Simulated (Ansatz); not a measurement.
`C[N]([GeH3])[InH2]` + H₂Se → `[SeH][InH2]` + `C[NH][GeH3]` at 400 K and 1 bar (ligand exchange at the In–N bond).

Gas-phase electronic energies from Ansatz, PBE0-D4/def2-TZVP geometries. CCSD(T)/CBS adds triple-zeta CCSD(T) − MP2 to the extrapolated MP2 energy (def2 sets, frozen cores). def2 core potentials past Kr. For Ge, In, Se outer-core shells are correlated without core-valence functions, which leaves a few kJ/mol of doubt a bond. Scalar relativity is left out up to krypton.

```
             species  CCSD(T)/CBS energy (Eh)  H − E (kJ/mol)  S (J/(mol·K))
`C[N]([GeH3])[InH2]`              -2363.46641           244.5          421.6
                H₂Se              -2401.89790            49.4          229.5
       `[SeH][InH2]`              -2592.33228            74.3          324.5
       `C[NH][GeH3]`              -2173.06430           229.8          337.7
```

H − E and S are ideal-gas, rigid-rotor, harmonic terms from PBE0-D4/def2-TZVP, for one conformer and one mirror image of each species. 1 Eh = 2625.50 kJ/mol, R = 8.31446 J/(mol·K).

Question: By hand: ΔE, ΔH, ΔS and ΔG.

Answer: ΔE = (-2592.33228) + (-2173.06430) − (-2363.46641) − (-2401.89790) = -0.03227 Eh = -84.7 kJ/mol. Δ(H − E) = 74.3 + 229.8 − 244.5 − 49.4 = 10.2, so ΔH = -74.5 kJ/mol. ΔS = 324.5 + 337.7 − 421.6 − 229.5 = 11.1 J/(mol·K). ΔG = -74.5 − 400 × (11.1)/1000 = -78.9 kJ/mol.

Question: By hand: the equilibrium constant, and the temperature at which ΔG would vanish if ΔH and ΔS stayed fixed.

Answer: log₁₀ K = −ΔG/(RT ln 10) = 10.3. ΔH and −TΔS have one sign here, so there is no such temperature.

The number of gas molecules stays the same, so ΔS is small and ΔH decides. A doubt of 5 kJ/mol in ΔE shifts log₁₀ K by 0.7 here. Other conformers and mirror images would add mixing entropy, several J/(mol·K) or more a flexible species. These are equilibria of isolated gas molecules and say nothing of rates. Largest T1 diagnostic: 0.015 (customary marks: 0.02 for closed shells, 0.045 for open ones).

ΔS is within the doubt of such terms, so its sign, and with it that verdict, could turn.
